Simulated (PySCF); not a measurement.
C3H8B, doublet, geometry from GFN2-xTB; MP2/STO-3G (PySCF).

Here is a job for PySCF.
```python
from pyscf import gto, scf, mp

mol = gto.M(
    atom='''
C    -0.26820563    1.49953946    0.44604788
B    -0.01277499    0.07989247    0.02288580
C     1.46242388   -0.51063002    0.01113336
C    -1.21635142   -0.85944276   -0.41893968
H    -1.12464021    2.07346567    0.12608431
H     0.38611763    2.05334733    1.10212660
H     1.48209708   -1.54982332    0.33326840
H     2.15045462    0.05551019    0.63420997
H     1.86850661   -0.49764805   -0.99999541
H    -2.05209720   -0.29724337   -0.82914460
H    -0.91067401   -1.60495894   -1.14954611
H    -1.60309058   -1.40891194    0.43911857
''',
    basis='sto-3g',
    spin=1,
    verbose=4,
)

mf = scf.UHF(mol)
mf.kernel()

pt = mp.MP2(mf)
pt.kernel()
print('E(MP2) = %.10f' % pt.e_tot)
```

The log (banner, timings and long lists left out):

```
PySCF version 2.14.0

[INPUT] verbose = 4
[INPUT] num. atoms = 12
[INPUT] num. electrons = 31
[INPUT] charge = 0
[INPUT] spin (= nelec alpha-beta = 2S) = 1
[INPUT] symmetry False subgroup None
[INPUT] Mole.unit = angstrom
[INPUT] Symbol           X                Y                Z      unit          X                Y                Z       unit  Magmom
[INPUT]  1 C     -0.268205630000   1.499539460000   0.446047880000 AA   -0.506835185766   2.833718892378   0.842908331643 Bohr   0.0
[INPUT]  2 B     -0.012774990000   0.079892470000   0.022885800000 AA   -0.024141232344   0.150974887715   0.043247894142 Bohr   0.0
[INPUT]  3 C      1.462423880000  -0.510630020000   0.011133360000 AA    2.763580611224  -0.964950888781   0.021039001246 Bohr   0.0
[INPUT]  4 C     -1.216351420000  -0.859442760000  -0.418939680000 AA   -2.298571055026  -1.624111436140  -0.791681257913 Bohr   0.0
[INPUT]  5 H     -1.124640210000   2.073465670000   0.126084310000 AA   -2.125261985573   3.918282244988   0.238264814505 Bohr   0.0
[INPUT]  6 H      0.386117630000   2.053347330000   1.102126600000 AA    0.729656572566   3.880264092307   2.082717428598 Bohr   0.0
[INPUT]  7 H      1.482097080000  -1.549823320000   0.333268400000 AA    2.800757571218  -2.928741616264   0.629786001972 Bohr   0.0
[INPUT]  8 H      2.150454620000   0.055510190000   0.634209970000 AA    4.063770275106   0.104899056223   1.198483148769 Bohr   0.0
[INPUT]  9 H      1.868506610000  -0.497648050000  -0.999995410000 AA    3.530965754840  -0.940418520924  -1.889717450722 Bohr   0.0
[INPUT] 10 H     -2.052097200000  -0.297243370000  -0.829144600000 AA   -3.877901688987  -0.561708561643  -1.566856211662 Bohr   0.0
[INPUT] 11 H     -0.910674010000  -1.604958940000  -1.149546110000 AA   -1.720924467659  -3.032932837772  -2.172327315459 Bohr   0.0
[INPUT] 12 H     -1.603090580000  -1.408911940000   0.439118570000 AA   -3.029402149070  -2.662457700230   0.829813833511 Bohr   0.0

nuclear repulsion = 105.477544664201
number of shells = 20
number of NR pGTOs = 84
number of NR cGTOs = 28
basis = sto-3g
ecp = {}

******** <class 'pyscf.scf.uhf.UHF'> ********
method = UHF
initial guess = minao
damping factor = 0
level_shift factor = 0
DIIS = <class 'pyscf.scf.diis.CDIIS'>
diis_start_cycle = 1
diis_space = 8
diis_damp = 0
SCF conv_tol = 1e-09
SCF conv_tol_grad = None
SCF max_cycles = 50
direct_scf = True
direct_scf_tol = 1e-13
number electrons alpha = 16  beta = 15
Set gradient conv threshold to 3.16228e-05
init E= -141.547944159712

cycle= 1 E= -141.180252906311  delta_E= 0.368  |g|= 0.194  |ddm|= 2.74
cycle= 2 E= -141.217639366237  delta_E= -0.0374  |g|= 0.0598  |ddm|= 0.358
cycle= 3 E= -141.222692880924  delta_E= -0.00505  |g|= 0.0217  |ddm|= 0.133
cycle= 4 E= -141.223616539324  delta_E= -0.000924  |g|= 0.0111  |ddm|= 0.054
cycle= 5 E= -141.223924569761  delta_E= -0.000308  |g|= 0.00253  |ddm|= 0.0459
cycle= 6 E= -141.223936729926  delta_E= -1.22e-05  |g|= 0.000948  |ddm|= 0.00866
cycle= 7 E= -141.223938523786  delta_E= -1.79e-06  |g|= 0.000257  |ddm|= 0.00307
cycle= 8 E= -141.223938654545  delta_E= -1.31e-07  |g|= 6.94e-05  |ddm|= 0.000897
cycle= 9 E= -141.223938662484  delta_E= -7.94e-09  |g|= 3.02e-05  |ddm|= 0.000201
cycle= 10 E= -141.223938664177  delta_E= -1.69e-09  |g|= 1.36e-05  |ddm|= 8.45e-05
cycle= 11 E= -141.223938664595  delta_E= -4.18e-10  |g|= 4.04e-06  |ddm|= 5.28e-05
Extra cycle  E= -141.223938664615  delta_E= -2.02e-11  |g|= 2.52e-06  |ddm|= 6.61e-06
converged SCF energy = -141.223938664615  <S^2> = 0.76002286  2S+1 = 2.0099979

******** <class 'pyscf.mp.ump2.UMP2'> ********
nocc = (np.int64(16), np.int64(15)), nmo = (28, 28)
E(UMP2) = -141.396419367738  E_corr = -0.172480703122544
E(SCS-UMP2) = -141.414965337457  E_corr = -0.191026672841902
E_corr(same-spin) = -0.0184040433520974
E_corr(oppo-spin) = -0.154076659770447
E(MP2) = -141.3964193677
```
